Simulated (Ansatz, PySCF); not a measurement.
Spin states of CrO3 (SMILES [O]=[Cr](=[O])=[O]), each relaxed with B3LYP-D3(BJ)/def2-TZVP.
State 1 (charge 0, multiplicity 1):
```xyz
4

Cr     0.132    -0.100    -0.187
O     -1.109    -1.067    -0.087
O     -0.148     1.296    -0.864
O      1.067    -0.062     1.082
```
State 2 (charge 0, multiplicity 3):
```xyz
4

Cr     0.1160    -0.1252    -0.1359
O     -1.1098    -1.1122    -0.0788
O     -0.1563     1.3999    -0.9409
O      1.0922    -0.0955     1.0995
```

Singlets are restricted, other states unrestricted; no spin–orbit coupling, no relativity up to Kr; see below for the cores. The largest T1 diagnostic is 0.123.

Codes used: Ansatz (Gaussian orbitals); PySCF for the dispersion terms. Values without a source in brackets are computed.

One of these levels gives -11.1 kJ/mol for the energy of the multiplicity-3 state less that of the multiplicity-1 state. Which?
A) BLYP/def2-TZVPP
B) r2SCANh/def2-TZVPP
C) PBE-D3(BJ)/def2-TZVPP
D) BHLYP-D3(BJ)/def2-TZVPP

D, BHLYP-D3(BJ)/def2-TZVPP. The others give 130.0 (PBE-D3(BJ)/def2-TZVPP), 116.0 (BLYP/def2-TZVPP), 87.0 (r2SCANh/def2-TZVPP)

Doubts at one or more of the structures used: a spin-contaminated determinant (BHLYP-D3(BJ)/def2-TZVPP).

Ansatz is a first-principles code.
